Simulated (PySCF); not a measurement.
## Working out the ionisation energy of Cu

Cu [Ar] 3d10 4s1 (2S) → Cu⁺ [Ar] 3d10 (1S). Calculation: PySCF 2.14, in x2c-SVPall (5s3p3d1f, 36 functions); the spin-free X2C one-electron Hamiltonian (Gaussian nucleus). Frozen: [Ar]. Energies in hartree (1 hartree = 27.21139 eV):

```
            part    Cu (lower)   Cu⁺ (upper)
             UHF  -1652.840699  -1652.599591
CCSD correlation     -0.261499     -0.242422
             (T)     -0.014532     -0.010667
```

Task: What does Hartree-Fock give?

Result: (-1652.599591) − (-1652.840699) = 0.241108 hartree = 6.561 eV.

Task: What do CCSD and CCSD(T) give?

Result: The CCSD correlation energies differ by 0.019077 hartree = 0.519 eV and the triples by 0.003865 hartree = 0.105 eV, so CCSD gives 7.080 eV and CCSD(T) 7.185 eV.

Measured between the centres of the two terms (NIST): 7.726 eV, so CCSD(T) (valence) is off by -0.541 eV.

A double-zeta basis recovers only part of the correlation energy.

What remains against the reference includes basis incompleteness, the frozen core and higher excitations.
